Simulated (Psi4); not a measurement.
Cl$_{3}$Sb, charge +1, doublet, at a GFN2-xTB geometry (a state made from the parent by changing its charge; the spin is typed, not shown lowest) (all electrons, no relativity).

Here is a job for Psi4.
```
memory 2 GB

molecule mol {
1 2
  Sb    0.003218   -0.000609    0.458413
  Cl   -1.887377   -1.036620   -0.446566
  Cl    0.040632    2.150984   -0.455863
  Cl    1.837092   -1.112537   -0.472811
}

set basis 3-21g
set reference uks
set scf_type pk

energy('b3lyp')
print_variables()
```

Question: What does this run give for the total energy, nuclear repulsion energy?

Answer: 
```
Property                          Value
------------------------  -------------
total energy              -7662.4565 Eh
nuclear repulsion energy    711.8377 Eh
```

These values belong to the state on which the SCF converged, which isn't shown to be the lowest.
